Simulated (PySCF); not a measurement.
## Polarisability and C₆ of Sc⁺ (scandium, charge +1)

[Ar] 3d1 4s1, high-spin 3D determinant. Computed with PySCF 2.14 in aug-cc-pwCVTZ-DK with one added diffuse shell each of s, p, d, f, g type (11s10p8d5f4g, 152 functions), with scalar relativity by spin-free X2C-1e. Coupled (time-dependent) response in atomic units; α is the mean over directions.

```tsv
method	mean α (bohr³)	α xx, yy, zz	C₆ (like pair)	S(−4)
PBE0	62.97	61.73, 61.73, 65.46	435.6	3512
```

S(−4) is the Cauchy moment in α(ω) = α(0) + S(−4) ω² + …

α(iu) at PBE0:

```
u (hartree)  α(iu) (bohr³)
          0          62.97
     0.0500          55.35
      0.100          41.06
      0.200          21.51
      0.300          13.09
      0.500          6.946
      0.750          4.337
       1.00          3.130
       1.50          1.928
       2.00          1.318
       3.00         0.7270
       5.00         0.3200
```

For an ion, C₆ is the dispersion term alone; charge-induced terms of lower order in 1/R come first.

The components differ because the open shell of this determinant is not spherical; for a pure term their mean is the scalar polarisability.
